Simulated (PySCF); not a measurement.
**TDDFT excited states: C4H9N2P**

C4H9N2P.
Numbering: `[CH3:1][N:2]([CH3:3])[P:4]1(=[NH:5])[CH:6]=[CH:7]1` (hydrogens: H8, H9, H10 on C1; H11, H12, H13 on C3; H14 on N5; H15 on C6; H16 on C7)

Level of theory: TDDFT B3LYP/def2-SVPD, vertical, gas phase, core orbitals frozen in the response (PySCF 2.14.0, density-fitted response routines). The structure is a single PBE0-D3(BJ)/def2-SVP conformer in the gas phase; no vibrational or solvent corrections. Torsions of this conformer, `[CH3:1][N:2]([CH3:3])[P:4]1(=[NH:5])[CH:6]=[CH:7]1`: C1–N2–P4–N5 168°.

```csv
state,E (eV),λ (nm),f,|μ| (D),"main configurations (H = HOMO, L = LUMO)"
S1,4.13,300.4,0.0027,0.41,H→L (98%)
S2,4.71,263.4,0.0080,0.67,H-1→L (97%)
S3,5.18,239.3,0.0030,0.39,H-2→L (97%)
S4,5.60,221.6,0.017,0.90,"H→L+1 (82%), H→L+3 (9%)"
S5,5.92,209.3,0.023,1.00,H-1→L+1 (85%)
S6,6.07,204.2,0.0086,0.61,"H→L+2 (62%), H→L+1 (12%), H-1→L+1 (10%)"
S7,6.27,197.7,0.013,0.73,"H→L+3 (68%), H→L+2 (17%)"
S8,6.43,192.8,0.026,1.04,"H→L+4 (59%), H-1→L+2 (25%)"
S9,6.46,191.8,0.031,1.12,"H-1→L+2 (41%), H→L+4 (18%), H-1→L+3 (17%)"
S10,6.57,188.8,0.011,0.66,"H-2→L+1 (67%), H→L+4 (11%), H-2→L+3 (8%)"
```

Triplets (Tamm–Dancoff): T1 3.70 eV, H→L (91%); T2 4.58 eV, H-1→L (90%); T3 4.74 eV, H-3→L (55%), H-2→L (36%); T4 5.23 eV, H-2→L (47%), H-3→L (25%), H→L+1 (8%).

The lowest singlet lies at 4.13 eV (300 nm, ultraviolet) and is very weak; its leading configuration is HOMO→LUMO (98%). The strongest level in the table is S9 at 6.46 eV (192 nm, f = 0.031). Löwdin shares by element: HOMO nitrogen 49% or more, carbon 18% or more, phosphorus 15% (atoms not listed hold the other 18%); LUMO carbon 76% or more, hydrogen 12% or more. Of the 10 states listed, 6 reach f = 0.01 and none stays under 0.0005. The oscillator strengths of these states sum to 0.143; summed over the whole spectrum of an exact calculation they would give the number of electrons, 62 (Thomas–Reiche–Kuhn). The listed states span 2.44 eV, and the widest gap between neighbours is 0.58 eV (S1 to S2). The vertical ionisation energy (ΔSCF) is 8.25 eV, 1.68 eV above S10. Only the lowest 10 singlets were computed, as vertical energies without vibronic structure.
